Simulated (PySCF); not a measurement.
Species: C₄H₄BBr.
InChI=1S/C4H4BBr/c1-2-3-4-5-6/h2,5H,1H2

Method used: PBE0-D3(BJ)/def2-SVP geometry optimisation, gas phase (PySCF 2.14.0).

Take the most abundant isotopes and a rigid rotor. 

Question: What are A, B and C (MHz)?

Answer: Ia = 54.93, Ib = 728.36, Ic = 783.28 u·Å²; 505379 MHz·u·Å²/I gives A = 9201, B = 693.9, C = 645.2 MHz.

Question: Classify the top.

Answer: A near-prolate asymmetric top; Ray's κ = -0.989.

Question: What does the inertial defect say?

Answer: Planar: Δ = Ic − Ia − Ib = -0.01 u·Å². For a rigid frame Δ = −2 Σ m c², so it vanishes when all atoms lie in the ab plane; here none is more than 0.03 Å from it.

Question: Where do the levels up to J = 5 lie, in K?

Answer: Above 0(0,0), as E/k:
J = 1: 1(0,1) 0.064, 1(1,1) 0.473, 1(1,0) 0.475
J = 2: 2(0,2) 0.193, 2(1,2) 0.599, 2(1,1) 0.606, 2(2,1) 1.831, 2(2,0) 1.831
J = 3: 3(0,3) 0.386, 3(1,3) 0.788, 3(1,2) 0.802, 3(2,2) 2.023, 3(2,1) 2.023, 3(3,1) 4.070, 3(3,0) 4.070
J = 4: 4(0,4) 0.642, 4(1,4) 1.040, 4(1,3) 1.064, 4(2,3) 2.280, 4(2,2) 2.280, 4(3,2) 4.328, 4(3,1) 4.328, 4(4,1) 7.193, 4(4,0) 7.193
J = 5: 5(0,5) 0.964, 5(1,5) 1.356, 5(1,4) 1.391, 5(2,4) 2.602, 5(2,3) 2.602, 5(3,3) 4.649, 5(3,2) 4.649, 5(4,2) 7.515, 5(4,1) 7.515, 5(5,1) 11.200, 5(5,0) 11.200

Question: Predict some low-J microwave lines.

Answer: The dipole components are |μa| = 2.79 D, |μb| = 0.49 D, |μc| = 0.00 D. Intensities carry the squares of the components, which stand as 1.00 : 0.03 : 0.00 (a : b : c). Some of the stronger lines:

```
type  branch         J(Ka,Kc)    MHz  lower level (cm⁻¹)
   a       Q  4(1,3) ← 4(1,4)    486               0.723
   a       R  1(0,1) ← 0(0,0)   1339               0.000
   a       R  2(1,2) ← 1(1,1)   2629               0.328
   a       R  2(0,2) ← 1(0,1)   2678               0.045
   a       R  2(1,1) ← 1(1,0)   2727               0.330
   a       R  3(1,3) ← 2(1,2)   3944               0.416
   a       R  3(0,3) ← 2(0,2)   4016               0.134
   a       R  3(2,2) ← 2(2,1)   4017               1.272
   a       R  3(2,1) ← 2(2,0)   4018               1.272
   a       R  3(1,2) ← 2(1,1)   4090               0.421
   a       R  4(1,4) ← 3(1,3)   5259               0.548
   a       R  4(0,4) ← 3(0,3)   5354               0.268
   a       R  4(2,3) ← 3(2,2)   5356               1.406
   a       R  4(3,2) ← 3(3,1)   5357               2.829
   a       R  4(3,1) ← 3(3,0)   5357               2.829
   a       R  4(2,2) ← 3(2,1)   5358               1.406
   a       R  4(1,3) ← 3(1,2)   5453               0.557
   b       Q  1(1,0) ← 1(0,1)   8555               0.045
   b       Q  4(1,3) ← 4(0,4)   8777               0.447
   b       R  1(1,1) ← 0(0,0)   9846               0.000
   b       R  2(1,2) ← 1(0,1)  11136               0.045
   b       Q  2(2,0) ← 2(1,1)  25520               0.421
   b       R  2(2,1) ← 1(1,0)  28247               0.330
   b       Q  4(3,1) ← 4(2,2)  42653               1.585
   b       R  3(3,0) ← 2(2,1)  46673               1.272
   b       R  4(3,1) ← 3(2,2)  48012               1.406
   b       R  4(4,1) ← 3(3,0)  65074               2.829
   b       R  4(4,0) ← 3(3,1)  65074               2.829
```

No PBE0-D3(BJ)/def2-SVP frequencies stand behind this structure, so it isn't proved a minimum. Zero-point vibration and centrifugal distortion are left out. Quadrupole hyperfine structure (11B, 79Br) is left out.
